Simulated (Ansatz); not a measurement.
Geometry optimisation, RHF/def2-SVP in Ansatz 0.2.0.

Input:

```yaml
crystal:
  periodic: [false, false, false]
  atoms:
    - { symbol: B, position_ang: [-1.07524, 0.0562, -0.6712] }
    - { symbol: Si, position_ang: [0.596, 0.21278, 0.3125] }
    - { symbol: I, position_ang: [2.46038, 0.99974, -1.14361] }
    - { symbol: H, position_ang: [-1.65395, -0.95376, -0.77046] }
    - { symbol: H, position_ang: [-1.53842, 0.99366, -1.19481] }
    - { symbol: H, position_ang: [1.15417, -1.0258, 0.86038] }
    - { symbol: H, position_ang: [0.63289, 1.20212, 1.39253] }
basis:
  gaussian: { orbitals: def2-SVP }
hamiltonian:
  xc: hf
relax:
  f_tol: 0.015
  max_steps: 40
output:
  orbitals: {}
```

Launched with:

```bash
$ ansatz run input.yaml --threads 1 --pin off --max-ram 2048MiB --backend cpu --events-out ev --progress --plain --runs-dir out
```

**Question.** Where does it end, and by what steps?

**Answer.** It converged. The force dipped under the threshold on the way, but the program's further checks kept it going. After 13 steps the energy has fallen by 0.172 eV; H4 moved furthest, 0.52 Å.

| step | energy less start (eV) | largest force component (eV/Å) | accepted |
| --- | --- | --- | --- |
| 0 | 0.0000 | 1.830 | yes |
| 1 | -0.1131 | 0.350 | yes |
| 2 | -0.1481 | 0.280 | yes |
| 3 | -0.1528 | 0.060 | yes |
| 4 | -0.1599 | 0.029 | yes |
| 5 | -0.1587 | 0.484 | no |
| 6 | -0.1654 | 0.033 | yes |
| 7 | -0.1688 | 0.139 | yes |
| 8 | -0.1716 | 0.029 | yes |
| 9 | -0.1705 | 0.132 | no |
| 10 | -0.1720 | 0.003 | yes |
| 11 | -0.1719 | 0.051 | no |
| 12 | -0.1721 | 0.021 | yes |
| 13 | -0.1721 | 0.005 | yes |

```xyz
7
Properties=species:S:1:pos:R:3
B -1.052 0.081 -0.688
Si 0.636 0.225 0.428
I 2.309 0.786 -1.338
H -1.355 -0.959 -1.198
H -1.719 1.051 -0.906
H 1.092 -1.023 1.072
H 0.665 1.324 1.415
```

The run took 11 s on 1 thread of AMD EPYC 9R45 96-Core Processor (Zen 5), on a shared host, peak memory 0.17 GiB.
